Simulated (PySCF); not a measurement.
B(Cl)(OMe)(SH) (CH4BClOS), SMILES COB(S)Cl. Atoms are numbered in the order given.

```xyz
9

B     -0.1345     0.1423     0.0000
Cl    -0.5278     1.8747     0.0000
O     -1.1695    -0.7290     0.0000
C     -0.9798    -2.1380     0.0000
H     -0.4208    -2.4686     0.9021
H     -1.9769    -2.6180     0.0000
H     -0.4208    -2.4686    -0.9021
S      1.5968    -0.4475     0.0000
H      2.1487     0.7947     0.0000
```

Geometry: PBE-D3(BJ)/def2-SVP. The structure was generated by enumeration, and PubChem lists no compound with its InChIKey, so it may never have been made. The values are those of a single conformer.

The numbers are results of TDA-PBE/def2-SVPD in PySCF, not measurements.

Vertical excitations.  State labels are in the subgroup Cs.

Estimate the UV-visible absorptions. (An estimate is asked for; the answer gives what the named calculation found.)


```json
[
 {"state": "S1", "symmetry": "A\"", "energy (eV)": "6.08", "λ (nm)": "204", "f": "0.015", "main pairs": "HOMO→LUMO+1 99 %"},
 {"state": "S2", "symmetry": "A'", "energy (eV)": "6.38", "λ (nm)": "194", "f": "0.135", "main pairs": "HOMO→LUMO 84 %"},
 {"state": "S3", "symmetry": "A\"", "energy (eV)": "6.42", "λ (nm)": "193", "f": "0.000", "main pairs": "HOMO−1→LUMO 94 %"},
 {"state": "S4", "symmetry": "A\"", "energy (eV)": "6.57", "λ (nm)": "189", "f": "0.023", "main pairs": "HOMO→LUMO+2 94 %"},
 {"state": "S5", "symmetry": "A'", "energy (eV)": "6.75", "λ (nm)": "184", "f": "0.002", "main pairs": "HOMO−1→LUMO+1 95 %"},
 {"state": "S6", "symmetry": "A\"", "energy (eV)": "6.78", "λ (nm)": "183", "f": "0.005", "main pairs": "HOMO−2→LUMO+1 100 %"},
 {"state": "S7", "symmetry": "A\"", "energy (eV)": "7.03", "λ (nm)": "176", "f": "0.000", "main pairs": "HOMO−3→LUMO 94 %"},
 {"state": "S8", "symmetry": "A\"", "energy (eV)": "7.07", "λ (nm)": "175", "f": "0.001", "main pairs": "HOMO→LUMO+3 95 %"},
 {"state": "S9", "symmetry": "A'", "energy (eV)": "7.17", "λ (nm)": "173", "f": "0.156", "main pairs": "HOMO−2→LUMO 87 %"},
 {"state": "S10", "symmetry": "A'", "energy (eV)": "7.28", "λ (nm)": "170", "f": "0.018", "main pairs": "HOMO−3→LUMO+1 75 %, HOMO−1→LUMO+2 24 %"},
 {"state": "T1", "symmetry": "A'", "energy (eV)": "5.28", "λ (nm)": "235", "f": "0", "main pairs": "HOMO→LUMO 99 %"},
 {"state": "T2", "symmetry": "A\"", "energy (eV)": "5.70", "λ (nm)": "217", "f": "0", "main pairs": "HOMO→LUMO+1 97 %"},
 {"state": "T3", "symmetry": "A'", "energy (eV)": "6.14", "λ (nm)": "202", "f": "0", "main pairs": "HOMO−2→LUMO 99 %"},
 {"state": "T4", "symmetry": "A\"", "energy (eV)": "6.16", "λ (nm)": "201", "f": "0", "main pairs": "HOMO−1→LUMO 84 %"}
]
```
Triplets are in the Tamm–Dancoff approximation.
